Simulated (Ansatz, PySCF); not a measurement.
Energy difference R1 + R2 → P1, each structure at its B3LYP-D3(BJ)/def2-TZVP stationary point, reached from a drawn start (curvature not checked).
R1, OTi (SMILES [O]=[Ti]) (charge 0, multiplicity 3):
```xyz
2

Ti    -0.00912    -0.01835    -0.80597
O      0.00912     0.01835     0.80597
```
P1, H2O2Ti (SMILES [OH][Ti][OH]) (charge 0, multiplicity 3):
```xyz
5

Ti     0.041    -0.048    -0.308
O      1.742    -0.436     0.226
H      2.569    -0.602     0.674
O     -1.723     0.414    -0.371
H     -2.629     0.673    -0.222
```
R2: H2O (SMILES O), charge 0, multiplicity 1.

P less R. No zero-point or thermal terms; singlets are restricted closed shells; open shells are unrestricted; no spin–orbit coupling. The spin states of the d-block species are the ones drawn and need not be the lowest.

Frozen-core correlation throughout. CBS(a, b) extrapolates the correlation energy as X⁻³ and adds the Hartree–Fock energy of set b.

Run with Ansatz (Gaussian basis) for Hartree–Fock, density functionals and correlated methods; PySCF for the D3/D4 terms. Each number belongs to the level named beside it.

**Question.** What is the computed reaction energy (CCSD(T)/CBS(def2-TZVPP, def2-QZVPP))?

**Answer.** -57.7 kcal/mol

**Question.** Predict the reaction energy from revPBE-D4/def2-TZVPP.

**Answer.** -46.2 kcal/mol

**Question.** Predict the reaction energy from B2PLYP-D4/def2-TZVPP.

**Answer.** -52.3 kcal/mol

Ansatz is a program for electronic structure.
